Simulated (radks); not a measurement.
Results of a calculation; reference values are marked as such.
The mean radii <r> (bohr) of the occupied orbitals of an atom or ion are listed with their occupations. Code: a radial shooting solver on a logarithmic mesh with Libxc functionals. Model: scalar-relativistic Kohn-Sham, PBE, spin-polarised, spherical densities, finite nucleus; Fermi nuclear charge, rms radius of each element as measured or else 0.836 A^(1/3) + 0.57 fm.

orbital  occ.     <r>
1s          2  0.1100

Name the element and its charge. Open shells, if any, are filled with parallel spins first.

Answer. Z = 14, silicon, charge +12: Si12+ in [He]. The 1s radius gives Z: for a bare nucleus <r> = (2 gamma + 1)/(2Z) with gamma = sqrt(1 - (Z/c)^2), 0.1068 bohr for Z = 14, and screening makes it slightly larger (0.1100 here). The occupations add up to 2, and the charge is Z minus that.
